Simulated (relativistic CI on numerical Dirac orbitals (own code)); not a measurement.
Radial Dirac CI calculation of Br.

Command:

```sh
python run_levels.py task.json out
```

Input:

```
atom Br  Z=35  charge=0  electrons=35
nucleus A=79  rms_radius_fm=4.1629
hamiltonian dirac-coulomb  breit=on  qed=on  c_scale=1
orbitals kli  potential=per-configuration
slater_scale 1
correlation none
mixing on
grid step=0.0125 r_max=149
scf mixing=0.4 start=green max_iterations=150 tolerance=2e-08 node_fill=0.05
configurations
  [Ar] 3d10 4s2 4p5
end
```

Output:

```
SCF 1: [Ar] 3d10 4s2 4p5
 iter      energy (Ha)   residual   last orbital (Ha)
    1     -2601.444453   1.21e+00     -0.61640
    2     -2604.817001   2.72e-01     -0.40787
    3     -2604.992337   9.12e-02     -0.40532
    4     -2605.007566   2.26e-02     -0.44907
    5     -2605.005507   2.21e-02     -0.43636
    6     -2605.007352   4.72e-04     -0.44253
    7     -2605.007355   1.09e-04     -0.44280
    8     -2605.007360   1.59e-05     -0.44271
    9     -2605.007361   1.23e-06     -0.44269
   10     -2605.007361   7.81e-07     -0.44269
   11     -2605.007361   5.31e-09     -0.44269
orbital energies (Ha): 3s -8.9911  3p1/2 -6.7780  3p3/2 -6.5282  3d3/2 -2.6908  3d5/2 -2.6512  4s -0.8935  4p1/2 -0.4601  4p3/2 -0.4427
configuration averages (Ha): Dirac-Coulomb, Breit, QED
  4p5                          -2605.007361    1.292931    0.867981
levels: no., configuration, term, J, E (cm-1), weight
   1 4p5                    2P*  3/2              0.0  1.00
   2 4p5                    2P*  1/2           3727.7  1.00
lowest total energy -2602.852110 Ha
end: converged
```

With so few configurations and no correlation, terms lie too far apart (by 10 to 50 % or more near neutrality), their order can be wrong, and levels of other configurations are missing.
